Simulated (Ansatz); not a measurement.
AlB12⁻. Total charge -1; singlet. Geometry PBE-D4/def2-SVP, basis def2-TZVPD, Ansatz.

Cartesian coordinates in Å:
```
Al -2.729 -0.518 0.283
B 1.021 0.195 -0.106
B -2.056 -1.286 -1.414
B 2.753 0.521 -0.284
B 0.758 1.101 1.678
B 2.144 -0.269 -1.468
B -0.645 -0.540 -0.694
B -0.646 0.292 0.829
B 2.146 1.080 1.026
B -0.722 1.085 2.307
B -2.059 0.505 1.841
B -0.721 -1.354 -2.160
B 0.758 -0.811 -1.838
```

```json
{"run": "A", "HOMO (eV)": "-0.45", "LUMO (eV)": "-0.02"}
{"run": "B", "HOMO (eV)": "-0.96", "LUMO (eV)": "0.51"}
{"run": "C", "HOMO (eV)": "-0.67", "LUMO (eV)": "0.20"}
{"run": "D", "HOMO (eV)": "-0.41", "LUMO (eV)": "-0.11"}
```

At PBE0-D4/def2-TZVPD a triplet of charge -1 lies 0.10 eV below the restricted singlet, each at its own geometry. The structure comes from a short search, and lower isomers may exist.

Q: The runs used PBE, PBE0, r2SCAN, r2SCANh. Estimate which is which.

A: A r2SCAN (0 % exact exchange); B PBE0 (25 % exact exchange); C r2SCANh (10 % exact exchange); D PBE (0 % exact exchange). Exact exchange lowers occupied and raises empty levels; among semilocal functionals meta-GGAs tend to open the gap a little, and such runs are hard to tell apart. The gap grows from 0.30 eV (PBE) to 1.47 eV (PBE0). The restricted singlet is unstable towards broken spin symmetry in Hartree–Fock (as tested in another run); at r2SCAN-D4/def2-TZVPD, PBE0-D4/def2-TZVPD, r2SCANh-D4/def2-TZVPD, PBE-D4/def2-TZVPD this wasn't settled.
